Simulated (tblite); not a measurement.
C₅H₁₀NP.
SMILES: `CC(C)(C)NC#P`

Level: GFN2-xTB in tblite, geometry and Hessian alike; calculated harmonic values, unscaled, isolated species. The method is semi-empirical: single wavenumbers can be off by several per cent or more.

Harmonic wavenumbers (cm⁻¹): 39.6, 102.9, 171.5, 227.0, 234.5, 279.7, 294.3, 317.3, 346.3, 382.2, 398.5, 460.4, 535.2, 779.7, 882.2, 949.2, 958.2, 964.7, 1012.0, 1029.5, 1038.0, 1209.7, 1233.2, 1238.5, 1328.9, 1400.3, 1402.9, 1422.9, 1477.4, 1487.6, 1488.8, 1494.0, 1499.3, 1506.8, 1810.7, 3016.7, 3025.1, 3034.2, 3036.3, 3039.1, 3042.8, 3045.7, 3047.4, 3053.0, 3361.5.

A = 4435, B = 1134, C = 1127 MHz; mass 115.055 u (most abundant isotopes); point group C1, symmetry number 1.

What is the zero-point energy?

½Σν̃ = 31053 cm⁻¹ = 371.48 kJ/mol.

Give the ideal-gas entropy at 400 K and 1 bar in the rigid-rotor, harmonic-oscillator model (classical rotation).

Translation 174.15, rotation 122.61, vibration 141.42: S = 438.2 J/(mol K).

And Cp and H(400 K) − H(0)?

Cp = 177.01 J/(mol K), of which vibrations give 143.75 (their classical limit is 45 R = 374.2); H(400 K) − H(0) = 43.18 kJ/mol without the zero-point energy, 29.88 from vibrations.

Blend soft modes into free rotors: weight 1/[1 + (100 cm⁻¹/ν̃)⁴] for the oscillator and the rest for a rotor with moment μB/(μ + B), μ = h/(8π²ν), B = 10⁻⁴⁴ kg m². What vibrational entropy results?

132.26 J/(mol K) in place of 141.42, which changes −T·S at 400 K by +3.66 kJ/mol.

What must be added to the electronic energy to get the Gibbs energy at 400 K and 1 bar?

ZPE + [H(400 K) − H(0)] − T·S = 371.48 + 43.18 − 175.27 = 239.39 kJ/mol.

Which modes carry the vibrational entropy at 400 K?

39.6 cm⁻¹: 24.53; 102.9 cm⁻¹: 16.63; 171.5 cm⁻¹: 12.46; 227.0 cm⁻¹: 10.23; 234.5 cm⁻¹: 9.97; 279.7 cm⁻¹: 8.61 J/(mol K); the other 39 give 59.00 together.

Hindered rotation and anharmonicity are outside this model. The structure is chiral; the term R ln 2 for an equal mix with its mirror image is left out.

Conformer computed: `[CH3:1][C:2]([CH3:3])([CH3:4])[NH:5][C:6]#[P:7]`: C1–C2–N5–C6 50°.
